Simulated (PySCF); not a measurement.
Correlation energy of Zn⁺ (zinc, charge +1)

[Ar] 3d10 4p1, 2P determinant (an excited configuration). Calculation: PySCF 2.14, in aug-cc-pwCVDZ-PP with ECP10MDF; a scalar-relativistic core potential. Frozen: 3s2 3p6; 11 electrons correlated.

| level | correlation energy (mhartree) |
| --- | --- |
| CCSD | -417.05 |
| (T) | -11.67 |
| CCSD(T) | -428.72 |

Diagnostics: T1 = 0.012, D1 = 0.0418, largest double amplitude 0.021.

**Question.** Is a single reference adequate?

**Answer.** Yes: T1 lies below 0.03 and no double amplitude reaches 0.07.
